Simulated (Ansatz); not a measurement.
CH3BrOSi can be A, `Br[SiH]1CO1`, or B, `BrC1O[SiH2]1`.

Program: Ansatz. Geometries: PBE0-D4/def2-TZVP. ΔE: electronic, gas phase. CCSD(T)/CBS is the MP2 limit (def2-TZVPP, def2-QZVPP) plus CCSD(T) − MP2 in def2-TZVPP, frozen cores. Functionals use def2-TZVPP. B3LYP here is the variant with VWN-RPA as its local correlation; programs differ in this. For Br outer-core shells are correlated without core-valence functions, which leaves a few kJ/mol of doubt a bond. Scalar relativity is left out up to krypton.

(1) Which is lower in electronic energy at CCSD(T)/CBS, and by how much? (An estimate is asked.)

(2) Give E(B) − E(A) in kJ/mol with B3LYP, LDA (SPW92), PBE0-D4, B2PLYP, B3LYP-D4, PBE-D4, CCSD(T)/def2-TZVPP. (Best estimate.)

(3) Does the order hold for the free energy at 298.15 K (harmonic terms from PBE0-D4)? (An estimate is asked.)

Largest T1 diagnostic: 0.012.

Answers

(1) Computed: A, by 147.5 kJ/mol.

(2) Computed: B3LYP 141.9, LDA (SPW92) 135.0, PBE0-D4 145.0, B2PLYP 143.9, B3LYP-D4 141.1, PBE-D4 136.9, CCSD(T)/def2-TZVPP 143.2. None reverses the order clearly.

(3) The calculation gave: Yes: G(B) − G(A) = +139.9 kJ/mol.

Leaving LDA and LC-ωPBE aside and taking each functional with its dispersion term where it has one, the values, not all of them listed here, spread over 17.1 kJ/mol, from BLYP-D4 to r2SCAN0-D4. At CCSD(T), def2-SVP lies −10.1 kJ/mol from the extrapolated value and def2-TZVPP −4.2 kJ/mol.
